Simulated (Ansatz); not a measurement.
HAlCl, SMILES `[AlH-][Cl]` (lower singlet) (charge -1, multiplicity 1). This singlet lies 1.12 eV below the relaxed triplet at the level frozen-core CCSD(T)/aug-cc-pVTZ // PBE0-D3(BJ)/def2-TZVPD (Ansatz, a quantum-chemistry and plane-wave program).

Cartesian coordinates (Å):
```xyz
3

Al    -0.3272     0.8545     0.0000
Cl     1.6452    -0.3326     0.0000
H     -1.3180    -0.5219     0.0000
```
Charge -1, spin multiplicity 1.

Frozen-core energies in aug-cc-pVDZ from Ansatz at a geometry from PBE0-D3(BJ)/def2-TZVPD; the HF reference has <S^2> = 0.00 (restricted, and unstable towards unrestricted orbitals) and the T1 diagnostic is 0.013.

```json
[
 {"level": "HF", "energy (Ha)": "-702.06582"},
 {"level": "MP2", "energy (Ha)": "-702.28649"},
 {"level": "CCSD", "energy (Ha)": "-702.31665"},
 {"level": "CCSD(T)", "energy (Ha)": "-702.32366"}
]
```

Question: Estimate the energies of CCSDT and CCSDT(Q), and give each level's difference from CCSDT(Q).

Answer: 
| level | energy (Ha) | difference from CCSDT(Q) (mHa) |
|---|---|---|
| MP2 | -702.28649 | 38.54 |
| CCSD | -702.31665 | 8.38 |
| CCSD(T) | -702.32366 | 1.37 |
| CCSDT | -702.32449 | 0.54 |
| CCSDT(Q) | -702.32503 | 0.00 |
